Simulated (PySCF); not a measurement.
C₂H₆Zn, triplet, geometry from GFN2-xTB (such geometries of metal compounds can be far from the true shape) (a higher spin typed on purpose: for a closed-shell molecule this is an excited state), atoms displaced at random by about 0.08 Å a coordinate; B3LYP/6-31G, gradient by finite differences (PySCF).

The PySCF input:
```python
from pyscf import gto, scf, dft

mol = gto.Mole()
mol.atom = '''
    Zn    0.277002   -0.494387    0.375962
    C     0.692980    0.859337   -1.484680
    H     1.520061    0.507979   -2.063034
    H     1.054180    1.856305   -1.067306
    H    -0.356745    1.081671   -2.186143
    C    -1.738725    0.667179    0.533058
    H    -2.469838    0.311682   -0.227103
    H    -1.530363    1.812061    0.333692
    H    -2.085129    0.303286    1.442765
'''
mol.basis = '6-31g'
mol.charge = 0
mol.spin = 2
mol.verbose = 4
mol.build()

mf = dft.UKS(mol)
mf.xc = 'b3lyp'
mf.conv_tol = 1e-11
mf.kernel()
scan, done = mf.as_scanner(), []
scan.scf_summary = {}
def energy(d):
    c = mol.atom_coords()
    c[1, 1] += d
    e = scan(mol.set_geom_(c, unit='Bohr', inplace=False))
    done.append(scan.converged)
    return e
h = 0.01
fd = (energy(h) - energy(-h)) / (2 * h)
print('dE/dx =', fd)
```

The log (banner, timings and long lists left out):

```
PySCF version 2.14.0

[INPUT] verbose = 4
[INPUT] num. atoms = 9
[INPUT] num. electrons = 48
[INPUT] charge = 0
[INPUT] spin (= nelec alpha-beta = 2S) = 2
[INPUT] symmetry False subgroup None
[INPUT] Mole.unit = angstrom
[INPUT] Symbol           X                Y                Z      unit          X                Y                Z       unit  Magmom
[...]
nuclear repulsion = 145.740536263326
number of shells = 33
number of NR pGTOs = 158
number of NR cGTOs = 57
basis = 6-31g
ecp = {}

******** <class 'pyscf.dft.uks.UKS'> ********
method = UKS
initial guess = minao
damping factor = 0
level_shift factor = 0
DIIS = <class 'pyscf.scf.diis.CDIIS'>
diis_start_cycle = 1
diis_space = 8
diis_damp = 0
SCF conv_tol = 1e-11
SCF conv_tol_grad = None
SCF max_cycles = 50
direct_scf = True
direct_scf_tol = 1e-13
number electrons alpha = 25  beta = 23
XC library pyscf.dft.libxc version 7.1.2
    S. Lehtola, C. Steigemann, M. J. T. Oliveira, and M. A. L. Marques,  SoftwareX 7, 1–5 (2018)
XC functionals = b3lyp
    P. J. Stephens, F. J. Devlin, C. F. Chabalowski, and M. J. Frisch,  J. Phys. Chem. 98, 11623 (1994)
radial grids:
    Treutler-Ahlrichs [JCP 102, 346 (1995); DOI:10.1063/1.469408] (M4) radial grids

becke partition: Becke, JCP 88, 2547 (1988); DOI:10.1063/1.454033
pruning grids: <function nwchem_prune>
grids dens level: 3
symmetrized grids: False
atomic radii adjust function: <function treutler_atomic_radii_adjust>
small_rho_cutoff = 0
Set gradient conv threshold to 3.16228e-06
tot grids = 107728
init E= -1858.07157890783

cycle= 1 E= -1858.72302941227  delta_E= -0.651  |g|= 0.254  |ddm|= 1.63
cycle= 2 E= -1858.68575834752  delta_E= 0.0373  |g|= 0.376  |ddm|= 0.611
cycle= 3 E= -1858.76364710047  delta_E= -0.0779  |g|= 0.0248  |ddm|= 0.335
cycle= 4 E= -1858.76383701215  delta_E= -0.00019  |g|= 0.021  |ddm|= 0.0333
cycle= 5 E= -1858.76401712037  delta_E= -0.00018  |g|= 0.00405  |ddm|= 0.0207
cycle= 6 E= -1858.76402651489  delta_E= -9.39e-06  |g|= 0.00342  |ddm|= 0.00775
cycle= 7 E= -1858.76403505055  delta_E= -8.54e-06  |g|= 0.000498  |ddm|= 0.004
cycle= 8 E= -1858.76403541514  delta_E= -3.65e-07  |g|= 0.000125  |ddm|= 0.00127
cycle= 9 E= -1858.7640354425  delta_E= -2.74e-08  |g|= 3.11e-05  |ddm|= 0.000435
cycle= 10 E= -1858.76403544365  delta_E= -1.15e-09  |g|= 8.54e-06  |ddm|= 7.73e-05
cycle= 11 E= -1858.76403544375  delta_E= -1.03e-10  |g|= 3.16e-06  |ddm|= 2.32e-05
cycle= 12 E= -1858.76403544377  delta_E= -1.41e-11  |g|= 8.05e-07  |ddm|= 8.9e-06
[...]
converged SCF energy = -1858.76403544377  <S^2> = 2.0129292  2S+1 = 3.0086071
converged SCF energy = -1858.7645014707  <S^2> = 2.0129704  2S+1 = 3.0086345
[...]
   7 H     -2.469838000000   0.311682000000  -0.227103000000 AA   -4.667317392044   0.588993617957  -0.429162472067 Bohr
   8 H     -1.530363000000   1.812061000000   0.333692000000 AA   -2.891966941168   3.424299011005   0.630586489958 Bohr
   9 H     -2.085129000000   0.303286000000   1.442765000000 AA   -3.940322744388   0.573127477415   2.726430712108 Bohr

******** <class 'pyscf.scf.hf.UKS_Scanner'> ********
method = UKS_Scanner
initial guess = minao
damping factor = 0
level_shift factor = 0
DIIS = <class 'pyscf.scf.diis.CDIIS'>
diis_start_cycle = 1
diis_space = 8
diis_damp = 0
SCF conv_tol = 1e-11
SCF conv_tol_grad = None
SCF max_cycles = 50
direct_scf = True
direct_scf_tol = 1e-13
number electrons alpha = 25  beta = 23
XC library pyscf.dft.libxc version 7.1.2
    S. Lehtola, C. Steigemann, M. J. T. Oliveira, and M. A. L. Marques,  SoftwareX 7, 1–5 (2018)
XC functionals = b3lyp
    P. J. Stephens, F. J. Devlin, C. F. Chabalowski, and M. J. Frisch,  J. Phys. Chem. 98, 11623 (1994)
radial grids:
    Treutler-Ahlrichs [JCP 102, 346 (1995); DOI:10.1063/1.469408] (M4) radial grids

becke partition: Becke, JCP 88, 2547 (1988); DOI:10.1063/1.454033
pruning grids: <function nwchem_prune>
grids dens level: 3
symmetrized grids: False
atomic radii adjust function: <function treutler_atomic_radii_adjust>
small_rho_cutoff = 0
Set gradient conv threshold to 3.16228e-06
tot grids = 107728
init E= -1858.76172844932
cycle= 1 E= -1858.76353142057  delta_E= -0.0018  |g|= 0.00284  |ddm|= 0.0119
cycle= 2 E= -1858.76353049102  delta_E= 9.3e-07  |g|= 0.00373  |ddm|= 0.00823
cycle= 3 E= -1858.76353771958  delta_E= -7.23e-06  |g|= 0.000806  |ddm|= 0.00387
cycle= 4 E= -1858.7635381218  delta_E= -4.02e-07  |g|= 0.000198  |ddm|= 0.00104
cycle= 5 E= -1858.76353814578  delta_E= -2.4e-08  |g|= 0.000125  |ddm|= 0.000286
cycle= 6 E= -1858.76353816369  delta_E= -1.79e-08  |g|= 2.97e-05  |ddm|= 0.000281
cycle= 7 E= -1858.76353816591  delta_E= -2.22e-09  |g|= 8.05e-06  |ddm|= 0.000132
cycle= 8 E= -1858.76353816599  delta_E= -8.05e-11  |g|= 5.65e-06  |ddm|= 2.55e-05
cycle= 9 E= -1858.763538166  delta_E= -1.21e-11  |g|= 1.1e-06  |ddm|= 7.11e-06
cycle= 10 E= -1858.76353816601  delta_E= -9.78e-12  |g|= 3.24e-07  |ddm|= 2.85e-06
Extra cycle  E= -1858.763538166  delta_E= 9.09e-12  |g|= 4.34e-07  |ddm|= 1.11e-06
converged SCF energy = -1858.763538166  <S^2> = 2.0128877  2S+1 = 3.0085795
dE/dx = -0.048165234670705104
```
